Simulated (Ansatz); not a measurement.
Ansatz (a program for electronic structure) input (wB97X-V/def2-TZVPD):

Ansatz 0.2 input:
```yaml
crystal:
  periodic: [false, false, false]
  atoms:
    - {symbol: Si, position_ang: [0.33438201, 0.06043928, -0.10984334]}
    - {symbol: Cl, position_ang: [-0.36975642, -0.15122136, 1.79964164]}
    - {symbol: Cl, position_ang: [-1.15573289, -0.07629187, -1.47472062]}
    - {symbol: O, position_ang: [0.95267274, 1.57879298, 0.03893271]}
    - {symbol: O, position_ang: [1.42251132, -1.06368825, -0.53189218]}
    - {symbol: H, position_ang: [2.25049786, -1.09926305, -0.04217513]}
basis:
  gaussian:
    orbitals: def2-TZVPD
hamiltonian:
  xc: {name: wB97X-V}
magnetization: {spin_polarized: true, initial_magnetization: 1}
output: {forces: true}
```

Output:

```
Functional definition: wB97X-V
integrals: 0.26 GiB planned
1281 factors; their error is unknown
integrals: 0.30 GiB planned
318 factors; integrals over basis functions are off by at most 3.8e-5 eV
mean field: 2.79 GiB planned
mean field evaluation 1: about -37020.8361 eV, gradient 5.3e1 eV
mean field evaluation 2: about -37003.9321 eV, gradient 8.5e1 eV
mean field evaluation 4: about -37032.3110 eV, gradient 9.0e0 eV
mean field evaluation 8: about -37032.9734 eV, gradient 2.5e-1 eV
mean field evaluation 16: about -37033.0347 eV, gradient 8.2e-2 eV
mean field evaluation 32: about -37033.0393 eV, gradient 5.0e-3 eV
mean field -37033.03930603 eV, -1360.9390926009 hartree, gradient 1.8e-6 eV, S^2 0.753663; 2 other end points of the search recorded, 0 dependent functions left out
the calculation of the forces begins
reference -37033.03930274 eV, -1360.9390924799 hartree; 33, 32 occupied and 191, 192 virtual orbitals, 1281 factors
Total energy: -37033.03930274 eV, -1360.9390924799 hartree
Atom 0 at     0.334382     0.060439    -0.109843 Å, force    -0.356493    -0.363562     0.177423 eV/Å
Atom 1 at    -0.369756    -0.151221     1.799642 Å, force     0.087705     0.007204    -0.284691 eV/Å
Atom 2 at    -1.155733    -0.076292    -1.474721 Å, force     0.179030     0.035493     0.150962 eV/Å
Atom 3 at     0.952673     1.578793     0.038933 Å, force     0.118625     0.244612    -0.046569 eV/Å
Atom 4 at     1.422511    -1.063688    -0.531892 Å, force    -0.008079     0.083485     0.011424 eV/Å
Atom 5 at     2.250498    -1.099263    -0.042175 Å, force    -0.020789    -0.007233    -0.008548 eV/Å
Dipole moment:     0.278139    -0.193833     0.084402 e Å
```

It need not be the lowest isomer of its formula.
